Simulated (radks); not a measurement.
The numbers below are computed, except where a source is named.
Species: neutral calcium. Configuration: [Ar] 4s1 4p1 (not the ground configuration). Code: a radial shooting solver on a logarithmic mesh with Libxc functionals. Model: Dirac Kohn-Sham, PBE, spin-unpolarised, spherical densities, finite nucleus; open shells fill j = l - 1/2 first; Fermi nuclear charge, rms radius 3.4776 fm.

Unscreened Slater integrals over Kohn-Sham orbitals (hartree). Large and small components are both included. Empty in this configuration: 4p3/2.

integral,value
"F0(4p1/2,4p1/2)",0.17513
"F0(4p1/2,4s1/2)",0.19607
"G1(4p1/2,4s1/2)",0.12248
"F0(4p1/2,3p3/2)",0.22994
"G2(4p1/2,3p3/2)",0.0094016
"F0(4p1/2,3p1/2)",0.23003
"G0(4p1/2,3p1/2)",0.0082856
"F0(4p1/2,4p3/2)",0.17471
"G2(4p1/2,4p3/2)",0.091685
"F0(4s1/2,4s1/2)",0.22905
"F0(4s1/2,3p3/2)",0.29507
"G1(4s1/2,3p3/2)",0.017854
"F0(4s1/2,3p1/2)",0.29522
"G1(4s1/2,3p1/2)",0.017680
"F0(4s1/2,4p3/2)",0.19544
"G1(4s1/2,4p3/2)",0.12153
"F0(3p3/2,3p3/2)",0.71196
"F2(3p3/2,3p3/2)",0.35715
"F0(3p3/2,3p1/2)",0.71415
"G2(3p3/2,3p1/2)",0.35812
"F0(3p3/2,4p3/2)",0.22888
"F2(3p3/2,4p3/2)",0.035073
"G0(3p3/2,4p3/2)",0.0082618
"G2(3p3/2,4p3/2)",0.0093756
"F0(3p1/2,3p1/2)",0.71636
"F0(3p1/2,4p3/2)",0.22897
"G2(3p1/2,4p3/2)",0.0093714
"F0(4p3/2,4p3/2)",0.17429
"F2(4p3/2,4p3/2)",0.091484
